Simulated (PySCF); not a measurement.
Structure problem from calculated spectra and properties.

Formula: BrFH3PSi.

* Rotational structure: rotational constants A, B, C: 4.024, 1.398, 1.104 GHz [PBE0-D3(BJ)/def2-SVP]
* Dipole: 1.64 D [PBE0/def2-SVPD]
* Valence photoelectron: vertical ionisation energy: 9.96 eV [ΔSCF PBE0/def2-SVPD]
* XPS: Si2p3/2 108.7, P2p3/2 137.0, F1s 692.6, Si1s 1848.8, P1s 2150.5 eV [ΔSCF SCAN, pcX-2 on the ionised atom, pcseg-1 elsewhere, spin-free X2C, 2p3/2 from a spin–orbit splitting computed afterwards within the 2p shell]
* Polarisability: 75.1 au [PBE0/def2-SVPD]
* UV, first state: lowest singlet excitation: 6.16 eV (201 nm, f = 0.010) [TDDFT PBE0/def2-SVPD]

The electronic properties come from PySCF, for the isolated species, density fitting. Levels stand in brackets. Isolated species at its PBE0-D3(BJ)/def2-SVP geometry (one conformer only). The calculation (core ionisation apart) is non-relativistic and has no spin–orbit coupling, an omission that weighs most on bromine.

Q: Propose a structure and show how it fits.

A: Numbering: `[F:1][Si@H:2]([PH2:3])[Br:4]`. The core levels belong to: Si2p3/2 108.7 eV, fluorine-bound silicon [Si2]; P2p3/2 137.0 eV, three-coordinate phosphorus [P3]; F1s 692.6 eV, silicon-bound fluorine [F1]; Si1s 1848.8 eV, fluorine-bound silicon [Si2]; P1s 2150.5 eV, three-coordinate phosphorus [P3]. No core level of Br was computed. S1 is mainly HOMO→LUMO+1 (weight 0.87); the largest Löwdin shares of the orbital it empties are 0.52 on the three-coordinate phosphorus, 0.29 on the bromine bonded to Si, 0.08 on the fluorine-bound silicon and 0.04 on a P–H hydrogen, of the orbital it fills 0.32 on the fluorine-bound silicon, 0.25 on the three-coordinate phosphorus, 0.10 on the bromine bonded to Si and 0.09 on the Si–H hydrogen. The optimised geometry has point group C1 and is an asymmetric top. Structure: `F[Si@H](P)Br`. The assignments are read from this structure; whether some other isomer fits the data as well wasn't checked. The mirror image fits equally.

The values belong to the conformer `[F:1][Si@H:2]([PH2:3])[Br:4]`: H–P3–Si2–F1 -170°, H–P3–Si2–F1 -76°.
